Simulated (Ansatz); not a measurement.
The cluster Ga2Cl6, relaxed as a singlet with RKS PBE-D4/def2-SVP in Ansatz, starting from the GFN2-xTB geometry. Force threshold 0.02 eV/Å.

The structure comes from a short search, and lower isomers may exist.

Start:

```xyz
8

Ga    3.480    0.251   -0.898
Ga   -0.917   -0.328    0.471
Cl    1.150    0.092   -0.284
Cl    4.213    1.568    0.715
Cl   -1.045   -2.383    0.929
Cl   -1.576    1.318    1.617
Cl   -3.511   -0.468   -0.676
Cl   -1.793   -0.049   -1.874
```

| step | energy (eV) | largest force component (eV/Å) | SCF passes |
| --- | --- | --- | --- |
| 1 | -179813.5971 | 1.150 | 48 |
| 2 | -179813.8189 | 0.534 | 23 |
| 3 | -179813.9323 | 0.545 | 29 |
| 4 | -179814.0158 | 0.604 | 28 |
| 5 | -179814.1650 | 0.380 | 48 |
| 6 | -179814.2255 | 0.118 | 20 |
| 7 | -179814.2724 | 0.140 | 21 |
| 8 | -179814.3174 | 0.188 | 24 |
| 9 | -179814.3488 | 0.220 | 21 |
| 10 | -179814.3648 | 0.253 | 22 |
| 11 | -179814.3835 | 0.102 | 22 |
| 13 | -179814.4358 | 0.111 | 22 |
| 15 | -179814.4828 | 0.138 | 22 |
| 17 | -179814.5410 | 0.131 | 23 |
| 19 | -179814.6564 | 0.347 | 27 |
| 21 | -179814.9267 | 0.588 | 26 |
| 23 | -179814.9955 | 0.426 | 20 |
| 25 | -179815.0968 | 0.216 | 20 |
| 27 | -179815.1044 | 0.042 | 18 |
| 29 | -179815.1054 | 0.006 | 16 |
| 31 | -179815.1061 | 0.028 | 18 |
| 33 | -179815.1068 | 0.071 | 19 |
| 35 | -179815.1075 | 0.023 | 17 |
| 37 | -179815.1076 | 0.005 | 17 |

Force components are those of the run's own axes.

End:

```xyz
8

Ga    3.4067    0.5404   -0.9254
Ga    0.3415    0.0319    0.7756
Cl    0.8777    0.1634   -1.4851
Cl    2.5495    0.3409    1.4709
Cl   -0.2220   -1.9765    1.3073
Cl   -0.7717    1.7686    1.3916
Cl   -4.0794   -0.5901   -1.0027
Cl   -2.1023   -0.2786   -1.5322
```

Bonds lost: Ga2–Cl8 (atoms count from 1). Bonds formed: Ga2–Cl4 (atoms count from 1). The end holds 2 separate pieces.

The force fell under the threshold at step 29, but the optimiser went on and released 0.002 eV more. No frequencies were taken in this run, so the end may be a saddle point.

Run time 85 s (4 threads of Arm Neoverse V1 on a shared host).
